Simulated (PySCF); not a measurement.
**Spinor energies of Ar+ (argon, charge +1)**

Start: [Ne] 3s2 3p5; 3p1/2 filled at m_j = -1/2, +1/2; 3p3/2 filled at m_j = -1/2, +1/2, +3/2. Calculated with PySCF 2.14 in x2c-TZVPall-2c (5s6p2d1f, 40 functions): generalised Hartree-Fock with the X2C-1e Hamiltonian and a Gaussian nucleus; one run each with spin-orbit coupling (SO) switched off, then screened by Boettger's factors. This is a chosen level, not necessarily the ground level.

```csv
spinor shell,electrons,"ε, spin-free (eV)","ε, screened SO (eV)",weight of nominal j (screened SO),"rms radius, screened SO (bohr)"
1s1/2,2,-3254.7,-3254.7,1.000,0.0991
2s1/2,2,-351.67,-351.65,1.000,0.446
2p1/2,2,-274.49,-276.25,0.993,0.415
2p3/2,4,-274.49,-273.59,0.997,0.418
3s1/2,2,-46.882,-46.874,0.999,1.48
3p1/2,2,-28.490,-28.511,0.637,1.70
3p3/2,3,-28.490,-28.488,0.758,1.70
```

```tsv
quantity	spin-free	screened SO
E (hartree)	-528.07373	-528.07758
M_J	3/2	3/2
⟨J²⟩	3.761	3.761
⟨L²⟩	2.008	2.008
⟨S²⟩	0.753	0.753
```

Each row is a mean over spinors that exchange with the open shell spreads, by up to 3.841 eV (3s1/2).

Rows whose weight is well below 1 are mixtures of j = l ± 1/2: exchange outweighs spin-orbit coupling there, and the label is only the starting occupation.

Without spin-orbit coupling the j labels of p, d and f shells carry no meaning; the spin-free column gives the mean over the occupied spinors of each nl shell.
